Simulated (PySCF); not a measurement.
C₃H₈N, SMILES [CH2]NCC, multiplicity 2. Atoms are numbered in the order given.

```xyz
12

C      1.8417     0.5422     0.1505
N      0.4791     0.4226     0.3776
C     -0.3496    -0.3342    -0.5409
C     -1.7470    -0.5568     0.0229
H      2.3465    -0.3432    -0.2469
H      2.3957     1.1921     0.8319
H      0.0314     1.2672     0.7246
H     -0.4155     0.1558    -1.5362
H      0.1458    -1.3057    -0.7129
H     -1.7008    -1.0866     0.9870
H     -2.3617    -1.1476    -0.6735
H     -2.2660     0.4029     0.1882
```
Charge 0, spin multiplicity 2.

The structure is a stationary point at B3LYP-D3(BJ)/def2-SVP. The isomer is the one that the SMILES or the coordinates give; other isomers of the formula were not compared. One conformer was computed; it need not be the lowest.

These are B3LYP/pcH-1 (PySCF) values and carry that method's errors.

Unrestricted Kohn–Sham, ⟨S²⟩ = 0.753. Hyperfine tensors hold the contact and dipolar terms, without spin-orbit corrections.

**Question.** Estimate the hyperfine couplings. (An estimate is asked for; the answer gives what the named calculation found.)

**Answer.** 
```csv
nucleus,A(iso) (MHz),A(iso) (G),dipolar principal values (MHz)
13C no. 1,123.7,44.1,"-65.8, -65.1, 131.0"
14N no. 2,14.9,5.3,"-14.1, -13.7, 27.8"
13C no. 3,5.7,2.0,"-2.5, -1.1, 3.6"
13C no. 4,1.9,0.7,"-0.6, -0.3, 0.9"
1H no. 5,-28.3,-10.1,"-29.9, -1.3, 31.2"
1H no. 6,-31.1,-11.1,"-30.0, -1.5, 31.5"
1H no. 7,-2.1,-0.8,"-15.4, -6.4, 21.7"
1H no. 8,27.7,9.9,"-3.9, -2.8, 6.7"
1H no. 9,8.9,3.2,"-3.9, -3.1, 7.0"
1H no. 10,-0.2,-0.1,"-2.1, -1.7, 3.8"
1H no. 11,-0.9,-0.3,"-1.1, -0.9, 2.0"
1H no. 12,-0.4,-0.2,"-1.8, -1.5, 3.3"
```
